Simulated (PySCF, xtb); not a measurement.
CH5N2S, SMILES C(N)([NH3+])=S, charge +1.

GFN2-xTB in xtb 6.7.1 at its own geometry gives an orbital gap of 2.39 eV.

Geometry: B3LYP-D3(BJ)/def2-SVP. The isomer is the one that the SMILES or the coordinates give; other isomers of the formula were not compared. Other conformers were not sampled.

**Question.** What does ωB97X/def2-TZVP (PySCF) give? (The exact figures need the calculation; the answer reports its results.)

**Answer.** gap 9.94 eV (levels -14.25 and -4.30 eV).
